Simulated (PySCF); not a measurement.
Structure elucidation problem

An unknown has the formula C₅H₉ClO₃Si. Its calculated NMR data are:

$^{1}$H NMR (500 MHz, computed): δ 4.39 (t, 2H), 4.09 (s, 3H), 3.43 (s, 2H), 3.32 (t, 2H).

$^{13}$C{$^{1}$H} NMR (computed): δ 239.8 (C), 178.9 (C), 58.5 (CH2), 53.3 (CH3), 31.6 (CH2).

Non-relativistic, isolated molecule, single conformer, equivalent nuclei averaged. Geometry: GFN2-xTB; shieldings: GIAO PBE0/pcSseg-1; PySCF 2.14.0 with density-fitted response routines.

Referencing at the same level of theory: $^{1}$H and $^{13}$C vs TMS.

**Question.** What is the structure?

**Answer.** 
1. Rings plus π bonds: 2 (no ring in the answer).
2. 5 carbon signals for 5 carbons: no two carbons are equivalent.
3. Carbon types of the structure: 2 × C, 2 × CH2, 1 × CH3, leaving 2 H on heteroatoms.
4. δC 239.8: carbonyl carbon.
5. δC 178.9: ester carbonyl carbon; lone-pair donation from the attached heteroatom keeps it upfield of a ketone carbonyl.
6. δC 58.5: sp3 CH2 α to a carbonyl; the adjacent C=O deshields it moderately.
7. δC 53.3: methyl carbon bonded to O; deshielded by the electronegative neighbour.
8. δC 31.6: sp3 CH2 bonded to Cl and Si; the inductive effect lowers its shielding.
9. δH 4.09: hydrogen on a methyl carbon bonded to O; its carbon carries O, an electronegative neighbour.
10. δH 3.32: hydrogen on an sp3 CH2 bonded to Cl and Si; its carbon carries Cl, hence the downfield position.

The compound is `COC(=O)CC(=O)[SiH2]CCl`.

The data come from this structure; uniqueness wasn't tested.

Carbons that carry Cl, above all several Cl atoms, come out too deshielded, partly because spin–orbit coupling is missing. Shifts are as computed. Against solution values, carbons near 30 ppm lie about +3 ppm off and those near 130 ppm about +5 ppm; carbons on Cl a further +6 ppm. Of 1211 compounds with measured shifts, 218 miss one by over three times the rms of a fit or turn the order of signals round; such compounds aren't used in these exercises. No couplings were computed; multiplicities are counted from neighbouring protons, with m where these are inequivalent, close in shift, in a saturated or five-membered ring or joined by F or P, and br s for small geminal =CH2 splittings.
